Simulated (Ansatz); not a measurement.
Total energies of Cl3FH2Si2 (`F[SiH2][Si](Cl)(Cl)Cl`).

```xyz
8

F    -1.540    0.449    1.684
Si   -0.807   -0.604    0.729
Si    0.713    0.523   -0.646
Cl   -0.222    1.896   -1.828
Cl    1.609   -0.873   -1.841
Cl    2.149    1.473    0.445
H    -0.077   -1.585    1.569
H    -1.825   -1.279   -0.112
```

Charge 0, multiplicity 1. Geometry: relaxed with PBE0-D4/def2-TZVP. It is one conformer, not always the lowest. Basis def2-TZVPP, the Gaussian-basis code of Ansatz.

RPA on PBE orbitals: Hartree–Fock energy of these orbitals -2057.21835 Eh, correlation -1.70801 Eh (frozen core).

```
functional                         kind  energy without D4 (Eh)  D4 term (kJ/mol)
      BLYP                          GGA             -2060.93082             -68.1
   LC-ωPBE  long-range corrected hybrid             -2060.34442                 –
```

Question: Give the same for LDA (SPW92), PBE, revPBE, r2SCAN, B97M-V, PBE0, B3LYP, r2SCANh, r2SCAN0, HSE06 (plane-wave form), BHLYP, CAM-B3LYP, ωB97X-V, ωB97M-V, B2PLYP, PBE-QIDH. (An estimate is asked.)

Answer: Computed: 
```json
{"functional": "LDA (SPW92)", "kind": "LDA", "energy without D4 (Eh)": "-2053.54894", "D4 term (kJ/mol)": "–"}
{"functional": "PBE", "kind": "GGA", "energy without D4 (Eh)": "-2060.00052", "D4 term (kJ/mol)": "-32.2"}
{"functional": "revPBE", "kind": "GGA", "energy without D4 (Eh)": "-2060.54184", "D4 term (kJ/mol)": "-77.3"}
{"functional": "r2SCAN", "kind": "meta-GGA", "energy without D4 (Eh)": "-2060.78039", "D4 term (kJ/mol)": "-7.6"}
{"functional": "B97M-V", "kind": "meta-GGA with VV10", "energy without D4 (Eh)": "-2060.42169", "D4 term (kJ/mol)": "–"}
{"functional": "PBE0", "kind": "global hybrid, 25 % exact exchange", "energy without D4 (Eh)": "-2060.16883", "D4 term (kJ/mol)": "-27.9"}
{"functional": "B3LYP", "kind": "global hybrid, 20 %", "energy without D4 (Eh)": "-2061.03907", "D4 term (kJ/mol)": "-52.9"}
{"functional": "r2SCANh", "kind": "meta-GGA hybrid, 10 %", "energy without D4 (Eh)": "-2060.76770", "D4 term (kJ/mol)": "-8.3"}
{"functional": "r2SCAN0", "kind": "meta-GGA hybrid, 25 %", "energy without D4 (Eh)": "-2060.75013", "D4 term (kJ/mol)": "-9.4"}
{"functional": "HSE06 (plane-wave form)", "kind": "screened hybrid", "energy without D4 (Eh)": "-2060.12893", "D4 term (kJ/mol)": "-26.5"}
{"functional": "BHLYP", "kind": "global hybrid, 50 %", "energy without D4 (Eh)": "-2060.92620", "D4 term (kJ/mol)": "-46.7"}
{"functional": "CAM-B3LYP", "kind": "range-separated hybrid", "energy without D4 (Eh)": "-2060.99053", "D4 term (kJ/mol)": "-29.3"}
{"functional": "ωB97X-V", "kind": "range-separated hybrid GGA with VV10", "energy without D4 (Eh)": "-2060.63169", "D4 term (kJ/mol)": "–"}
{"functional": "ωB97M-V", "kind": "range-separated hybrid meta-GGA with VV10", "energy without D4 (Eh)": "-2060.83355", "D4 term (kJ/mol)": "–"}
{"functional": "B2PLYP", "kind": "double hybrid", "energy without D4 (Eh)": "-2060.27983", "D4 term (kJ/mol)": "–"}
{"functional": "PBE-QIDH", "kind": "double hybrid", "energy without D4 (Eh)": "-2059.74172", "D4 term (kJ/mol)": "–"}
```

B3LYP takes the VWN-RPA correlation (the form of Gaussian; ORCA's B3LYP/G). HSE06 is the plane-wave form, built on full-range PBE exchange. The double hybrids freeze the cores in their second-order part.

LC-ωPBE has ω = 0.4 bohr⁻¹.
